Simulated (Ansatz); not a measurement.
CHF2NSi (`FC1=N[SiH]1F`). The species carries charge 0 and has multiplicity 1. The geometry is a stationary point of PBE0-D4/def2-TZVP.

```xyz
6

F    -1.930    0.370   -1.251
C    -0.785    0.255   -0.625
N     0.349    0.706   -0.991
Si    0.461   -0.186    0.523
F     1.146   -1.610    0.541
H     0.757    0.466    1.803
```

Question: What is the dipole moment at PBE/def2-TZVPP? (An estimate is asked.)

Answer: The calculation gave: 2.11 D, with components (-0.01, -0.16, 2.11) D in this frame, pointing from negative to positive charge.

Question: And with r2SCAN, B3LYP, ωB97M-V? (Estimate.)

Answer: Ansatz gave: r2SCAN 2.21 D, B3LYP 2.39 D, ωB97M-V 2.45 D.

Question: Give the Mulliken charges with PBE, B3LYP, r2SCAN in def2-TZVPP. (An estimate is asked.)

Answer: The calculation gave: 
```
atom    PBE  B3LYP  r2SCAN
  F1  -0.10  -0.15   -0.15
  C2   0.14   0.18    0.16
  N3  -0.19  -0.25   -0.28
 Si4   0.45   0.55    0.62
  F5  -0.25  -0.29   -0.30
  H6  -0.04  -0.04   -0.05
```

B3LYP here is the variant with VWN-RPA as its local correlation; programs differ in this.
